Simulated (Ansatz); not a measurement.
```yaml
crystal:
  periodic: [false, false, false]
  atoms:
    - {symbol: B, position_ang: [-1.524503, 1.080002, 0.345997]}
    - {symbol: Si, position_ang: [0.514003, 0.710719, 0.095388]}
    - {symbol: Xx, position_ang: [0.663082, -1.103279, 0.436785]}
    - {symbol: O, position_ang: [0.884801, -2.050177, -0.659693]}
    - {symbol: H, position_ang: [-2.374224, 0.872573, -0.487900]}
    - {symbol: H, position_ang: [-1.864634, 1.254118, 1.590980]}
    - {symbol: H, position_ang: [0.622921, 1.117572, -1.646685]}
    - {symbol: H, position_ang: [1.321237, 1.671173, 0.789535]}
    - {symbol: H, position_ang: [0.886556, -1.569961, 1.267654]}
    - {symbol: H, position_ang: [0.857034, -1.840915, -1.557236]}
basis:
  gaussian: {orbitals: def2-mTZVP}
hamiltonian: {xc: {name: r2SCAN50}, dispersion: d3bjatm}
output: {forces: true}
```

```sh
$ ansatz run in.yaml --threads 2 --pin off --events-out ev --progress --plain --max-ram 4352MiB
```

Output, abridged:

```
Error: YAML parse error: error: line 6 column 16: `Xx` is not an element symbol (H … Og, case-exact)
 --> <input>:6:16
4 |     - {symbol: B, position_ang: [-1.524503, 1.080002, 0.345997]}
5 |     - {symbol: Si, position_ang: [0.514003, 0.710719, 0.095388]}
6 |     - {symbol: Xx, position_ang: [0.663082, -1.103279, 0.436785]}
7 |     - {symbol: O, position_ang: [0.884801, -2.050177, -0.659693]}
8 |     - {symbol: H, position_ang: [-2.374224, 0.872573, -0.487900]}
```

Q: What is wrong with this run?

A: An element symbol is wrong. The input was rejected before any iteration.
